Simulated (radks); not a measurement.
Task: Species: Tb24+. Configuration: [Kr] 4d4 5s1 (not the ground configuration). Calculated with a radial shooting solver on a logarithmic mesh with Libxc functionals: Dirac Kohn-Sham, BLYP, spin-unpolarised, spherical densities, finite nucleus; open shells fill j = l - 1/2 first; Fermi nuclear charge, rms radius 5.06 fm. Some entries of the table are withheld. Estimate them.

| orbital | occ. | eigenvalue (eV) | r(max) (bohr) |
|---|---|---|---|
| 1s1/2 | 2 | -52567.58 | 0.01364 |
| 2s1/2 | 2 | -9352.873 | 0.07767 |
| 2p1/2 | 2 | -8927.491 | (1) |
| 2p3/2 | 4 | -8180.683 | (2) |
| 3s1/2 | 2 | -2657.272 | 0.2195 |
| 3p1/2 | 2 | (3) | 0.2067 |
| 3p3/2 | 4 | (4) | 0.2191 |
| 3d3/2 | 4 | (5) | (6) |
| 3d5/2 | 6 | (7) | (8) |
| 4s1/2 | 2 | -1057.388 | 0.4870 |
| 4p1/2 | 2 | -982.4301 | (9) |
| 4p3/2 | 4 | -939.6680 | (10) |
| 4d3/2 | 4 | (11) | 0.5004 |
| 4d5/2 | 0 | (12) | 0.5067 |
| 5s1/2 | 1 | -554.9108 | 0.9229 |

Result: 
(1) 2p1/2 r(max) (bohr): 0.05859
(2) 2p3/2 r(max) (bohr): 0.06451
(3) 3p1/2 eigenvalue (eV): -2473.396
(4) 3p3/2 eigenvalue (eV): -2317.186
(5) 3d3/2 eigenvalue (eV): -2002.253
(6) 3d3/2 r(max) (bohr): 0.1736
(7) 3d5/2 eigenvalue (eV): -1968.036
(8) 3d5/2 r(max) (bohr): 0.1770
(9) 4p1/2 r(max) (bohr): 0.4868
(10) 4p3/2 r(max) (bohr): 0.5086
(11) 4d3/2 eigenvalue (eV): -815.4777
(12) 4d5/2 eigenvalue (eV): -806.6490
